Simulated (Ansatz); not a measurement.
`[F][Ge][O][SiH3]`. Charge 0, multiplicity 1.

```xyz
7

F    -1.114    0.217    2.147
Ge   -2.193   -0.022    0.772
O    -0.955   -0.116   -0.486
Si    0.695   -0.036   -0.575
H     1.075   -0.203   -2.000
H     1.179    1.281   -0.088
H     1.313   -1.120    0.230
```

What are the harmonic wavenumbers in cm⁻¹ at PBE0-D4/def2-TZVP (Ansatz, finite differences of forces, unscaled)? (An estimate is asked.)

The calculation gave: 69, 81, 109, 283, 517, 646, 725, 731, 951, 958, 958, 997, 2232, 2234, 2238.

Is this a minimum?

Yes, all 15 modes are real.

Give the ideal-gas thermochemistry at 298.15 K and 1 bar (rigid rotor, harmonic oscillator; point group Cs, symmetry number 1).

Zero-point energy 82.1 kJ/mol; H(298) − E = 101.1 kJ/mol; entropy 344.8 J/(mol·K), of which translation 170.4, rotation 112.3, vibration 62.1; G(298) − E = -1.7 kJ/mol. Modes under 100 cm⁻¹ are hindered rotations or soft bends, so the harmonic entropy is rough.
